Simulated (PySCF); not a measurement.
PySCF 2.14 output of an unrestricted TPSS calculation on a single atom or ion in aug-cc-pVDZ-PP with ECP60MDF, with scalar relativity through the core potential:

```
SCF conv_tol = 1e-09
number electrons alpha = 9  beta = 5
    J. Tao, J. P. Perdew, V. N. Staroverov, and G. E. Scuseria.,  Phys. Rev. Lett. 91, 146401 (2003)
    J. P. Perdew, J. Tao, V. N. Staroverov, and G. E. Scuseria.,  J. Chem. Phys. 120, 6898 (2004)
    J. Tao, J. P. Perdew, V. N. Staroverov, and G. E. Scuseria.,  Phys. Rev. Lett. 91, 146401 (2003)
    J. P. Perdew, J. Tao, V. N. Staroverov, and G. E. Scuseria.,  J. Chem. Phys. 120, 6898 (2004)
cycle= 1 E= -89.8307086706285  delta_E= -0.0067  |g|= 0.0154  |ddm|= 0.195
cycle= 2 E= -89.8307777057894  delta_E= -6.9e-05  |g|= 0.00853  |ddm|= 0.0245
cycle= 3 E= -89.8308063386651  delta_E= -2.86e-05  |g|= 0.00127  |ddm|= 0.0124
cycle= 4 E= -89.8308069508261  delta_E= -6.12e-07  |g|= 5.1e-05  |ddm|= 0.00178
cycle= 5 E= -89.8308069520932  delta_E= -1.27e-09  |g|= 4.52e-06  |ddm|= 9.87e-05
cycle= 6 E= -89.8308069521021  delta_E= -8.91e-12  |g|= 1.84e-07  |ddm|= 5.68e-06
converged SCF energy = -89.8308069521021  <S^2> = 6.0009676  2S+1 = 5.000387
```

The run itself started from symmetry-adapted Hartree-Fock orbitals and held the occupation by maximum overlap, on a logarithmic radial grid, so the iterations belong to that start.

Problem. Which element, charge and spin multiplicity is this?

Solution. Os²⁺ (osmium, charge +2), multiplicity 5; the state was [Xe] 4f14 5d6, high-spin 5D determinant.

Energies and moments cover only the electrons outside the core potential. Spin-orbit coupling, absent here, splits the open shell strongly.
